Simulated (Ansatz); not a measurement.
Two isomers of C2H9AlOSi: A = `[CH3][Al]([SiH3])[CH2]O`, B = `C[SiH2][Al]([CH3])[OH]`.

Gas-phase electronic energies from Ansatz, PBE0-D4/def2-TZVP geometries. CCSD(T)/CBS is the MP2 limit (def2-TZVPP, def2-QZVPP) plus CCSD(T) − MP2 in def2-TZVPP, frozen cores. Functionals use def2-TZVPP. B3LYP here is the variant with VWN-RPA as its local correlation; programs differ in this. One conformer a species, not always the lowest.

Q: Which isomer does CCSD(T)/CBS put lower? Give the gap. (Best estimate.)

A: Computed: B, by 60.9 kcal/mol.

Q: Give E(B) − E(A) in kcal/mol with PBE-D4, r2SCAN-D4, B3LYP-D4, B2PLYP, CCSD/def2-TZVPP, PBE0-D4, B3LYP. (Estimate.)

A: Computed: PBE-D4 -57.6, r2SCAN-D4 -60.9, B3LYP-D4 -59.4, B2PLYP -60.9, CCSD/def2-TZVPP -60.4, PBE0-D4 -58.5, B3LYP -59.2. None reverses the order clearly.

Largest T1 diagnostic: 0.012.

From PBE to PBE0 (25 % exact exchange), in def2-TZVPP and without D4, E(B) − E(A) moves by −0.9 kcal/mol.
